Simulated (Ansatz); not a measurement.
Reaction (isomerisation): `C[O][AlH][NH2]` → `C[NH][AlH][OH]`

Program: Ansatz. Geometries: PBE0-D4/def2-TZVP. ΔE: electronic, gas phase. CBS: MP2 limit from def2 TZ/QZ plus the TZ coupled-cluster correction, frozen cores. This one scheme is used for every species. One conformer a species, not always the lowest.

| species | SCS-MP2/def2-TZVPP energy (Eh) |
| --- | --- |
| `C[O][AlH][NH2]` | -413.46475 |
| `C[NH][AlH][OH]` | -413.47088 |

(1) Work out ΔE.

Largest T1 diagnostic among the species: 0.011.

Results:

(1) ΔE = (-413.47088) − (-413.46475) = -0.00613 Eh = -16.1 kJ/mol. CCSD(T)/CBS gives -17.1 kJ/mol.

In def2-TZVPP, CCSD(T) changes the Hartree–Fock value by −10.2 kJ/mol (the triples alone add −1.1 kJ/mol) and MP2 by −13.0 kJ/mol. At CCSD(T), def2-SVP lies +3.8 kJ/mol from the extrapolated value and def2-TZVPP +0.8 kJ/mol.
